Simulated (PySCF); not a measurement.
A GIAO shielding run with PySCF 2.14 (density fitting, non-relativistic, gas phase) on SMILES CC[C@]1(OC)C[SiH2]N[SiH2]1, C₅H₁₅NOSi₂:

```
$ OMP_NUM_THREADS=1 python probes_run.py task.json out

{"job": {"kind": "nmr", "xc": "PBE0", "basis": "pcSseg-1"}, "charge": 0, "multiplicity": 1}
C      2.418454    -0.935833     0.457921
C      1.664815     0.341832     0.115452
C      0.209849     0.122396    -0.300356
O     -0.345021     1.330506    -0.855846
C     -0.401600     2.480973    -0.051332
C     -0.672034    -0.391361     0.839220
Si    -2.377965    -0.710382     0.072112
N     -1.772651    -1.334221    -1.429079
Si    -0.131258    -0.968987    -1.840625
H      3.454078    -0.702833     0.698988
H      2.408481    -1.626978    -0.379953
H      1.975954    -1.429381     1.319625
H      2.171793     0.847243    -0.711755
H      1.700239     1.007140     0.985332
H      0.596592     2.876198     0.169368
H     -0.950303     3.222011    -0.632277
H     -0.933389     2.308286     0.889437
H     -0.257497    -1.327482     1.211334
H     -0.680525     0.304422     1.679752
H     -3.185738     0.503508    -0.083622
H     -3.139859    -1.752578     0.766933
H     -2.387532    -1.755278    -2.102236
H     -0.001652    -0.164158    -3.050098
H      0.625034    -2.225279    -1.927271
```

Hardware: 1 thread of an Arm Neoverse V1, shared host. The job also computes population analyses, field gradients, ring-centre shieldings.

**Question.** How large is the calculation?

**Answer.** 88 electrons, 242 basis functions and 1296 auxiliary functions.

**Question.** How long does it take, and how much memory does it need?

**Answer.** 68 s of wall time, with 14 SCF cycles and 4 response iterations; peak memory 1.1 GiB. Times on a shared host scatter by some tens of per cent.
